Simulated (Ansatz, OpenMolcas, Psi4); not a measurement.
# AsF3 (arsenic trifluoride): methods side by side

AsF3: 4 atoms, total charge 0, spin state singlet. SMILES: `F[As](F)F`. The shape is that of a PBE0-D4/def2-TZVP optimisation.

| atom | x (Å) | y (Å) | z (Å) |
| --- | --- | --- | --- |
| F | -0.4459 | 0.3956 | 1.3626 |
| As | -0.4620 | -0.4572 | -0.1256 |
| F | 1.2040 | -0.8659 | -0.1127 |
| F | -0.2962 | 0.9276 | -1.1243 |

Quantity: the energy change with the F1–As2 bond stretched from 1.715 to 1.973 Å, in eV. The values are calculated.

| level | kind | program | value (eV) |
| --- | --- | --- | --- |
| HF/cc-pVDZ (restricted) | Hartree–Fock | OpenMolcas | 0.75 |
| revPBE/cc-pVDZ (restricted) | GGA | Ansatz | 0.28 |
| M06-L/cc-pVDZ (restricted) | meta-GGA | OpenMolcas | 0.39 |
| B3LYP/cc-pVDZ (restricted) | global hybrid | OpenMolcas | 0.43 |
| CAM-B3LYP/cc-pVDZ (restricted) | range-separated hybrid | Ansatz | 0.55 |
| wB97X-V/cc-pVDZ (restricted) | range-separated hybrid | Psi4 | 0.55 |
| B2PLYP/cc-pVDZ (density fitting for correlation) (restricted) | double hybrid | Psi4 | 0.48 |
| RPA@PBE/cc-pVDZ (restricted) | RPA | Ansatz | 0.40 |
| CCSD/cc-pVDZ (restricted) | coupled cluster or CI | Ansatz | 0.55 |

All-electron rows without a relativistic Hamiltonian named are non-relativistic. The first shape isn't each level's own minimum. The values span 0.28 to 0.75 eV. In the correlated wave-function rows the outer d shell of As is correlated, in sets not made for it.
